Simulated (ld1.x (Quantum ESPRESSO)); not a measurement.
The numbers below are computed, except where a source is named.
Potentials for oxygen (O) compared

Generated with ld1.x 7.5 (TM, RRKJ, ultrasoft, PAW), atompaw 4.2 or ONCVPSP 4.0.1. The cutoff is in Ry: for ld1.x and atompaw files where the sum of valence levels is converged to 10 mRy in a Bessel basis, for ONCV files where the hardest occupied wave has 1 mHa per electron of residual kinetic energy. The error is the largest all-electron minus pseudo excitation energy over each file’s own four to seven test configurations (ionisations up to +4, promotions, holes and added fractions of an electron), all of which were solved. The labels leave out finer settings (local radius, basis sizes, second energies), which also bear on the numbers. Spin-polarised tests are not counted. The rows are a selection from randomly drawn settings: files with unsolved tests, undetermined cutoffs or missed reference levels are left out.

| potential | cutoff (Ry) | largest error (meV) | bound ghosts |
| --- | --- | --- | --- |
| PAW, PBE, scalar-relativistic, rc 0.60/2.05/2.35 (spd), local smoothed, core correction yes, reference 2s2 2p3.5 | 100 | -22 | none |
| TM, PBE, non-relativistic, rc 0.65/0.95 (sp), local smoothed, core correction yes, reference 2s2 2p2.5 | 160 | +308 | none |
| PAW, LDA (PZ), scalar-relativistic, rc 1.05/1.20 (sp), local smoothed, core correction yes, reference 2s1.5 2p4.5 | 50 | +1.7 | none |
| TM, PBE, scalar-relativistic, rc 0.80/1.35/1.45 (spd), local smoothed, core correction yes, reference 2s1.75 2p4.25 | 80 | +1736 | none |
| TM, PBE, scalar-relativistic, rc 0.90/0.60/0.85 (spd), local smoothed, core correction yes, reference 2s2 2p2 | 230 | +107 | none |

Problem. Fill in the row for O: RRKJ, PBE, scalar-relativistic, rc 0.75/1.30 (sp), local s, core correction yes, reference 2s2 2p4.

Solution. cutoff 80 Ry, largest error +527 meV, bound ghosts: none.

Problem. Fill in the row for O: PAW, PBEsol, scalar-relativistic, rc 0.65/1.60/1.40 (spd), local d, core correction yes, reference 2s2 2p4.

Solution. cutoff 80 Ry, largest error -79 meV, bound ghosts: none.
